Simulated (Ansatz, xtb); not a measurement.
Series HO-SiH2-X, proton removed: substituent effects on one reactive site. Gas-phase values, no solvent. One relaxed conformer stands for each flexible species; it need not be the lowest. The site is fixed along the series; a substituent can offer a better one. Strings in code marks are SMILES.

Quantity: gas-phase deprotonation enthalpy at 298 K, in kcal/mol. Enthalpy corrections at 298 K come from GFN2-xTB frequencies (xtb).

A: X = carbamoyl, proton removed: `NC(=O)[SiH2][O-]` (O–C–Si–O torsion 180°)
B: X = iodo, proton removed: `[O-][SiH2]I`
C: X = methyl, proton removed: `[O-][SiH2]C`

**Question.** Order them by gas-phase deprotonation enthalpy at 298 K (lowest first) at the level frozen-core MP2/def2-TZVPD // CAM-B3LYP-D3(BJ)/def2-TZVPD (Ansatz, a quantum-chemistry and plane-wave program).

**Answer.** B (336.2 kcal/mol), A (341.1 kcal/mol), C (354.7 kcal/mol)
